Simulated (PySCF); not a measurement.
# A survey of ¹⁵N NMR shifts

PySCF 2.14 calculation with geometry from GFN2-xTB and shielding tensors at PBE0/pcSseg-1 (GIAO); a single conformation, fast rotation and ring inversion assumed for equivalent nuclei, no solvent, non-relativistic Hamiltonian.

Shieldings were converted by a linear fit to measured shifts: ¹⁵N (scatter 6.3 ppm rms vs CH3NO2, solution or neat liquid). A few per cent of atoms miss by over 2 rms, more outside the fitted compound classes.

(1) Give the ¹⁵N shifts of `CC(C)N(N)C1CCC1`, `C=CN(CC)NC(C)C`, `CCN(C)N(C)C1CC1`, `CC(C)[C@@H]1CCN(C)N1`, `C=C[Si@@H](CC)S[SiH2]N`.

(2) Order these by ¹⁵N shift, lowest first.
A. CS[Si@@H]1NCC[Si@@H]1C
B. [H]/N=C(\C[SiH3])CCS[SiH3]
C. CC1(C)CN[SiH2]S[SiH2]1

Results:

(1) 
```tsv
compound	environment	δ (ppm)
[CH3:1][CH:2]([CH3:3])[N:4]([NH2:5])[CH:6]1[CH2:7][CH2:8][CH2:9]1	N4: nitrogen bonded to O or N	-292.4
[CH3:1][CH:2]([CH3:3])[N:4]([NH2:5])[CH:6]1[CH2:7][CH2:8][CH2:9]1	N5: nitrogen bonded to O or N	-322.8
[CH2:1]=[CH:2][N:3]([CH2:4][CH3:5])[NH:6][CH:7]([CH3:8])[CH3:9]	N3: nitrogen bonded to O or N	-271.5
[CH2:1]=[CH:2][N:3]([CH2:4][CH3:5])[NH:6][CH:7]([CH3:8])[CH3:9]	N6: nitrogen bonded to O or N	-284.3
[CH3:1][CH2:2][N:3]([CH3:4])[N:5]([CH3:6])[CH:7]1[CH2:8][CH2:9]1	N3: nitrogen bonded to O or N	-300.0
[CH3:1][CH2:2][N:3]([CH3:4])[N:5]([CH3:6])[CH:7]1[CH2:8][CH2:9]1	N5: nitrogen bonded to O or N	-305.5
[CH3:1][CH:2]([CH3:3])[C@@H:4]1[CH2:5][CH2:6][N:7]([CH3:8])[NH:9]1	N9: nitrogen bonded to O or N	-265.7
[CH3:1][CH:2]([CH3:3])[C@@H:4]1[CH2:5][CH2:6][N:7]([CH3:8])[NH:9]1	N7: nitrogen bonded to O or N	-295.0
C=C[Si@@H](CC)S[SiH2]N	nitrogen bonded to Si, 2 H	-387.6
```

(2) C (-373.1 ppm, nitrogen bonded to C, Si, H, in a 6-membered ring), A (-343.8 ppm, nitrogen bonded to C, Si, H, in a 5-membered ring), B (-86.4 ppm, imine nitrogen).
